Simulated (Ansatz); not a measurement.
**Relative stability**

Two relaxed structures of AlB2H2Cl, closed shell (PBE0-D4/def2-TZVP; forces vanish, vibrations not checked).

A:

Cl1  (-1.248, -2.715, 0.085)
Al2  (-0.382, -0.826, 0.027)
B3  (1.004, 0.664, -0.409)
B4  (-0.139, 1.216, 0.350)
H5  (1.866, 0.111, -1.011)
H6  (-1.102, 1.550, 0.959)
(Å)

B:

```
6
angstrom
Cl -1.2725 -2.5481 0.4167
Al -0.4216 -0.6620 0.2293
B 1.1436 0.5645 -0.8675
B -0.0223 1.1930 -0.1086
H 2.1508 0.3996 -1.4703
H 1.1922 1.1053 0.4190
```

Computed with Ansatz 0.2.0 (basis: def2-TZVPP); correlated methods freeze the cores. B3LYP uses VWN-RPA correlation.

Task: Which structure is lower at CCSD(T), and by how much? (To be estimated.)

Result: The calculation gives: A, by 10.57 kcal/mol (electronic energy, against the other). By their contacts, A is AlB₂H₂Cl ([Cl][Al]1[BH][BH]1) and B is AlB₂H₂Cl ([Cl][Al]1[B]2[H][BH]21).

All methods give the same order:

```
   method  E(B) − E(A) (kcal/mol)
   PBE-D4                   11.88
r2SCAN-D4                   11.61
  PBE0-D4                   11.63
 B3LYP-D4                   13.66
  wB97M-V                   12.45
       HF                   14.00
      MP2                   11.16
     CCSD                   10.82
  CCSD(T)                   10.57
```

T1 diagnostic: at most 0.015. The restricted Hartree–Fock reference is unstable towards an unrestricted one at one or more of these structures.

Labels in which every atom is bracketed show which atoms are joined, not bond orders.

For scale, one of the runs: CCSD(T)/def2-TZVPP, 174 basis functions, launched by `ansatz run in.yaml --threads 2 --pin off --events-out ev --progress --plain --max-ram 4352MiB`. Time: 18 s of wall clock on 2 CPU threads of an Arm Neoverse V2; the host was shared. Peak host memory: 1.4 GiB.
